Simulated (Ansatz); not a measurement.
`[OH][Ti]([OH])([OH])[I]`, relaxed with RKS PBE0-D4/def2-TZVP in the Gaussian-basis code of Ansatz from a PBE-D4/def2-SVP geometry. The force threshold is 0.005 eV/Å; the program also tests the step.

The species carries charge 0 and has multiplicity 1. I: def2 effective core potential.

Start:

```xyz
8

O    -1.628   -0.186    0.581
Ti    0.049   -0.193   -0.028
O     0.031   -0.743   -1.730
O     0.812    1.414    0.078
I     1.428   -1.832    1.492
H    -1.945   -0.236    1.501
H     0.658   -0.470   -2.426
H     0.595    2.246    0.532
```

```json
{"step": "1", "energy (eV)": "-37403.7203", "largest force (eV/Å)": "0.630", "largest move (Å)": "0.000"}
{"step": "2", "energy (eV)": "-37403.7395", "largest force (eV/Å)": "0.185", "largest move (Å)": "0.033"}
{"step": "3", "energy (eV)": "-37403.7417", "largest force (eV/Å)": "0.073", "largest move (Å)": "0.008"}
{"step": "4", "energy (eV)": "-37403.7443", "largest force (eV/Å)": "0.065", "largest move (Å)": "0.041"}
{"step": "5", "energy (eV)": "-37403.7456", "largest force (eV/Å)": "0.057", "largest move (Å)": "0.031"}
{"step": "6", "energy (eV)": "-37403.7458", "largest force (eV/Å)": "0.023", "largest move (Å)": "0.006"}
{"step": "7", "energy (eV)": "-37403.7459", "largest force (eV/Å)": "0.011", "largest move (Å)": "0.004"}
{"step": "8", "energy (eV)": "-37403.7460", "largest force (eV/Å)": "0.017", "largest move (Å)": "0.006"}
{"step": "9", "energy (eV)": "-37403.7461", "largest force (eV/Å)": "0.017", "largest move (Å)": "0.009"}
{"step": "10", "energy (eV)": "-37403.7461", "largest force (eV/Å)": "0.009", "largest move (Å)": "0.004"}
{"step": "11", "energy (eV)": "-37403.7461", "largest force (eV/Å)": "0.007", "largest move (Å)": "0.004"}
{"step": "12", "energy (eV)": "-37403.7461", "largest force (eV/Å)": "0.007", "largest move (Å)": "0.006"}
{"step": "13", "energy (eV)": "-37403.7461", "largest force (eV/Å)": "0.003", "largest move (Å)": "0.008"}
```

End:

```xyz
8

O    -1.617   -0.219    0.595
Ti    0.049   -0.188   -0.020
O     0.045   -0.743   -1.714
O     0.789    1.421    0.091
I     1.464   -1.790    1.467
H    -2.025   -0.231    1.462
H     0.624   -0.498   -2.438
H     0.671    2.248    0.558
```

It took 27 s on 2 threads of an AMD EPYC 7R13 on a shared host and a share of an NVIDIA H100 80 GB, with 0.9 GiB of host memory at the peak.
